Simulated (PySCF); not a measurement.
Mg(H)(SeH) (H2MgSe), SMILES [MgH][SeH].

Geometry optimised at PBE-D3(BJ)/def2-TZVP.

The numbers are results of PBE-D3(BJ)/def2-TZVP in PySCF 2.14.0, not measurements.

Frequencies are harmonic and unscaled.

Computed vibrational spectrum:
| mode | ν (cm⁻¹) | IR (km/mol) | Raman (Å⁴/amu) | depolarisation | moving atoms (share of kinetic energy) |
|---|---|---|---|---|---|
| 1 | 275 | 187.9 | 2.2 | 0.61 | H 92 % |
| 2 | 302 | 178.8 | 0.4 | 0.75 | H 89 %, Mg 11 % |
| 3 | 338 | 21.1 | 28.6 | 0.18 | Mg 72 %, Se 23 % |
| 4 | 465 | 15.6 | 1.9 | 0.74 | H 93 % |
| 5 | 1601 | 214.2 | 352.2 | 0.12 | H 96 % |
| 6 | 2333 | 11.9 | 125.4 | 0.26 | H 99 % |
